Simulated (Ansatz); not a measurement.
C3H7NOSi can be A, `C=C/N=C/O[SiH3]`, or B, `N=CC(O)=C[SiH3]`.

Program: Ansatz. Geometries: PBE0-D4/def2-TZVP. ΔE: electronic, gas phase. CCSD(T)/CBS adds triple-zeta CCSD(T) − MP2 to the extrapolated MP2 energy (def2 sets, frozen cores). Functionals use def2-TZVPP. B3LYP here is the variant with VWN-RPA as its local correlation; programs differ in this. Each species was taken in one conformer, which may not be the lowest.

Question: Which is lower in electronic energy at CCSD(T)/CBS, and by how much? (Best estimate.)

Answer: Ansatz gave: A, by 100.8 kJ/mol.

Question: Give E(B) − E(A) in kJ/mol with PBE0-D4, HF/def2-TZVPP, CCSD/def2-TZVPP, PBE-D4, B2PLYP, B3LYP-D4, MP2/def2-TZVPP. (Estimate.)

Answer: Ansatz gave: PBE0-D4 97.3, HF/def2-TZVPP 126.1, CCSD/def2-TZVPP 104.1, PBE-D4 92.0, B2PLYP 107.9, B3LYP-D4 106.1, MP2/def2-TZVPP 104.6. None reverses the order clearly.

Largest T1 diagnostic: 0.014.

From PBE to PBE0 (25 % exact exchange), in def2-TZVPP and without D4, E(B) − E(A) moves by +5.1 kJ/mol. In def2-TZVPP, CCSD(T) changes the Hartree–Fock value by −25.0 kJ/mol (the triples alone add −3.1 kJ/mol) and MP2 by −21.5 kJ/mol.
